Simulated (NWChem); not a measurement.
# MgNH$_{2}$F; SMILES [NH2][Mg][F]

```xyz
5

Mg     0.0000     0.0000    -0.0826
F      0.0000     0.0000    -1.8263
N      0.0000     0.0000     1.8037
H      0.0000    -0.8193     2.4010
H      0.0000     0.8193     2.4010
```
Atoms are numbered in this order, from 1.

All runs: NWChem. Geometry: optimised at B3LYP/6-31G* (spherical d).

Q: Taking B3LYP/def2-QZVP as the yardstick, which of these has the fewest basis functions while keeping “dipole (D)” within 0.1 D of it: B3LYP/def2-TZVP; B3LYP/def2-TZVPP; B3LYP/def2-SVP; B3LYP/def2-SVPD?

A: none of them.
```csv
level,basis functions,dipole (D),relative time (rough)
B3LYP/def2-SVP,56,2.32,1
B3LYP/def2-SVPD,80,2.12,2
B3LYP/def2-TZVP,106,2.15,4
B3LYP/def2-TZVPP,122,2.12,4
B3LYP/def2-QZVP,225,2.01,20
```

The yardstick is one finite set, not the basis-set limit.
